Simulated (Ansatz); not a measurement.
Reaction (formal exchange of groups at a B–Si bond): `NB(O)[SiH2]Cl` + BH₃ → `BB(N)O` + `[SiH3]Cl`

Computed with Ansatz on PBE0-D4/def2-TZVP structures; ΔE is electronic, products minus reactants. CCSD(T)/CBS adds triple-zeta CCSD(T) − MP2 to the extrapolated MP2 energy (def2 sets, frozen cores). This one scheme is used for every species. DFT in def2-TZVPP. B3LYP here is the variant with VWN-RPA as its local correlation; programs differ in this. HSE06 is defined as in plane-wave codes. Each species was taken in one conformer, which may not be the lowest.

```tsv
level	ΔE (kJ/mol)	difference from CCSD(T)/CBS
r2SCAN0-D4	14.2	1.5
HSE06-D4	15.4	2.7
BHLYP-D4	14.6	1.9
PBE-QIDH	13.4	0.7
revPBE	9.8	-2.9
B3LYP	8.3	-4.4
r2SCANh	12.7	0.0
HF/def2-SVP	8.6	-4.1
CCSD(T)/def2-SVP	12.4	-0.3
HF/CBS(def2)	5.0	-7.7
CCSD(T)/CBS	12.7	0
```

Largest T1 diagnostic among the species: 0.013.

The D4 term adds +6.8 kJ/mol with B3LYP and +3.9 kJ/mol with PBE0; it sums over pairs of atoms, weighted by their polarisabilities, and B3LYP, whose exchange is more repulsive, gets the larger term. Leaving LDA and LC-ωPBE aside and taking each functional with its dispersion term where it has one, the values, not all of them listed here, spread over 6.5 kJ/mol, from B97M-V to revPBE-D4.

CCSD(T)/CBS has its own doubt, a few kJ/mol and more with outer-core shells, so smaller differences from it don't rank the levels.
